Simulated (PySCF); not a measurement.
C₂H₃ClF₂Si. Atoms are numbered in the order given.

```xyz
9

F      2.2964     0.8008     0.7464
C      1.9508    -0.4226     0.3725
C      0.7906    -0.6610    -0.2470
F      0.5184    -1.9350    -0.5779
Si    -0.5141     0.6088    -0.7011
Cl    -2.1380     0.4167     0.5637
H      2.6849    -1.1978     0.6140
H     -0.9754     0.3284    -2.0855
H      0.0519     1.9732    -0.5655
```
Charge 0, spin multiplicity 1.

Geometry: PBE0-D3(BJ)/def2-SVP. The structure was generated by enumeration; whether it is a known compound was not checked. The values are those of a single conformer.

All values below come from TDDFT-PBE/def2-SVPD in PySCF.

Vertical excitations. Isolated molecule, no solvent.

Q: Estimate the UV-visible absorptions. (The exact figures need the calculation; the answer reports its results.)

A: 
| state | energy (eV) | λ (nm) | f | main pairs |
|---|---|---|---|---|
| S1 | 5.46 | 227 | 0.132 | HOMO→LUMO 76 %, HOMO→LUMO+1 13 % |
| S2 | 5.77 | 215 | 0.001 | HOMO−2→LUMO 100 % |
| S3 | 5.82 | 213 | 0.003 | HOMO−1→LUMO 98 % |
| S4 | 6.11 | 203 | 0.028 | HOMO→LUMO+1 79 % |
| S5 | 6.41 | 193 | 0.021 | HOMO→LUMO+2 75 %, HOMO→LUMO+3 20 % |
| S6 | 6.74 | 184 | 0.001 | HOMO→LUMO+4 93 % |
| S7 | 6.88 | 180 | 0.002 | HOMO−3→LUMO 89 % |
| S8 | 7.13 | 174 | 0.024 | HOMO−1→LUMO+1 41 %, HOMO→LUMO+3 30 %, HOMO→LUMO+5 7 % |
| S9 | 7.18 | 173 | 0.012 | HOMO−2→LUMO+1 63 %, HOMO→LUMO+3 12 % |
| S10 | 7.25 | 171 | 0.075 | HOMO−1→LUMO+1 45 %, HOMO−2→LUMO+1 28 %, HOMO→LUMO+5 9 %, HOMO→LUMO+3 8 % |
| T1 | 3.82 | 324 | 0 | HOMO→LUMO 96 % |
| T2 | 5.53 | 224 | 0 | HOMO−1→LUMO 98 % |
| T3 | 5.61 | 221 | 0 | HOMO−2→LUMO 99 % |
| T4 | 5.68 | 218 | 0 | HOMO→LUMO+1 96 % |
Triplets are in the Tamm–Dancoff approximation, which puts them higher than full response would, so one can lie above its singlet here.
